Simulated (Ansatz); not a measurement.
Li₄Se₂⁺, relaxed as a doublet with UKS PBE-D4/def2-SVP in Ansatz, starting from the GFN2-xTB geometry. Force threshold 0.02 eV/Å.

Another isomer (doublet) lies 0.97 eV lower at PBE0-D4/def2-TZVP; other spin states weren't run for this one.

Start:

Cartesian coordinates in Å:
```
Li -0.700 4.317 0.295
Li 0.651 -4.323 -0.295
Li 1.421 0.233 -0.162
Li -1.394 -0.230 0.164
Se -0.306 2.028 0.143
Se 0.328 -2.024 -0.145
```

```tsv
step	energy (eV)	largest force component (eV/Å)	SCF passes
1	-131479.8568	0.382	45
2	-131479.9183	0.191	30
3	-131479.9297	0.020	28
```

Force components are those of the run's own axes.

End:

```xyz
6

Li   -0.673    4.169    0.285
Li    0.632   -4.175   -0.285
Li    1.455    0.239   -0.167
Li   -1.434   -0.236    0.168
Se   -0.286    1.892    0.132
Se    0.306   -1.889   -0.133
```

By distances, no bond broke or formed. The bond that changes most is Li3–Se5, from 2.51 to 2.42 Å (atoms count from 1).

No frequencies were taken in this run, so the end may be a saddle point.

Run time 9 s (4 threads of Arm Neoverse V1 on a shared host).
